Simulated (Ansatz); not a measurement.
Ansatz results at the PBE0-D4/def2-TZVP geometry: HOMO energy (PBE0/def2-TZVPP) -7.75 eV; HOMO–LUMO gap (ωB97M-V/def2-TZVPP) 10.34 eV; LUMO energy (PBE0/def2-TZVPP) -1.61 eV.

Task: Which molecule gave them?
A. `ClC1(I)CO1`
B. `N[SiH](S)Cl`
C. `C=C(N)SBO`
D. `C=C1O[SiH]1OC`

Result: A. The others give `C=C(N)SBO`: -6.72, 10.53, -0.30; `C=C1O[SiH]1OC`: -6.80, 10.77, -0.07; `N[SiH](S)Cl`: -7.71, 11.79, 0.09.
